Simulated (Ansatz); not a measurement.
## A cut through the energy surface

GeHSF (SMILES [F][Ge][SH]), singlet, at its PBE0-D4/def2-TZVP minimum:

F1  (-1.911, 0.471, 0.575)
Ge2  (-0.304, -0.064, 1.042)
S3  (0.532, -0.027, -1.031)
H4  (1.739, -0.440, -0.606)
(Å)

The angle H4–S3–Ge2 (92.2° at the minimum) is set to the values below, H4, with anything bonded beyond it, turning rigidly in the plane of the angle. Each method's energies count from its own value at the PBE0-D4 minimum structure. Computed with Ansatz 0.2.0 (basis: def2-TZVPP); correlated methods freeze the cores. Filled d shells of the heavier atoms are correlated. The def2 sets are not built for correlating such inner shells, so the correlated values are less sure here.

CCSD(T) energies along the scan:
| angle (°) | CCSD(T) (kcal/mol) |
| --- | --- |
| 68.2 | 7.02 |
| 74.2 | 3.75 |
| 80.2 | 1.58 |
| 86.2 | 0.36 |
| 92.2 | 0.00 |
| 98.2 | 0.41 |
| 104.2 | 1.53 |
| 110.2 | 3.26 |
| 116.2 | 5.51 |
They count from the CCSD(T) energy at the PBE0-D4 minimum.

Minimum and curvature along this coordinate at CCSD(T): A fifth-order fit through the nearest points gives 91.9°, with a curvature of about 0.94 meV/deg².

Largest difference from the CCSD(T) curve over the scan: PBE-D4 0.55; r2SCAN-D4 0.24; wB97M-V 0.18; MP2 0.52 kcal/mol. Each curve counts from its own value at the minimum.

T1 diagnostic: at most 0.016.

For scale, one of the runs: CCSD(T)/def2-TZVPP, 135 basis functions (an equivalent command: `ansatz run in.yaml --threads 2`). The run took 18 s on 2 CPU threads (shared host), with 0.7 GiB of host memory at its peak.
